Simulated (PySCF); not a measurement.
# Bond curve of CuBr

Set-up: basis Cu def2-TZVPPD, Br def2-TZVPPD; no relativity; PySCF 2.14. Energies in eV from Cu (3d10 4s1) + Br in their ground configurations at the same level. State: ¹Σ⁺ (singlet), closed shell.

Curves on a restricted Hartree–Fock reference rise too fast on stretching and do not dissociate correctly.

```csv
R (Å),MN15,RHF-CCSD(T)
1.902,-2.475,
1.991,-2.975,-2.963
2.079,-3.241,-3.247
2.146,-3.331,-3.350
2.212,-3.352,-3.385
2.278,-3.322,-3.368
2.367,-3.225,-3.287
2.477,-3.041,-3.120
2.610,-2.771,-2.866
2.787,-2.381,
```

Put a parabola through the three lowest points of the MN15 curve and estimate Re, k and ωe (reduced mass 35.01 u; 1 eV/Å² = 0.16022 mdyn/Å; ωe = 1302.8·√(k/μ) cm⁻¹).

Through R = 2.146, 2.212, 2.278 Å the second-order coefficient is 5.85 eV/Å², so Re ≈ 2.206 Å, k ≈ 1.88 mdyn/Å and ωe ≈ 302 cm⁻¹. A polynomial fit of higher order to the unrounded MN15 energies gives Re = 2.203 Å, k = 1.94 mdyn/Å, ωe = 306 cm⁻¹; anharmonicity and rounding make the difference.

The higher-order fit for each curve: MN15: Re = 2.203 Å, ωe = 306 cm⁻¹, De = 3.35 eV; RHF-CCSD(T): Re = 2.220 Å, ωe = 297 cm⁻¹, De = 3.39 eV.

Correlated steps freeze 14 core orbitals. Where the molecule has an RHF reference, its open-shell atoms are computed with UHF. The CCSD T1 diagnostic is raised, a sign that a single reference may not be enough here.
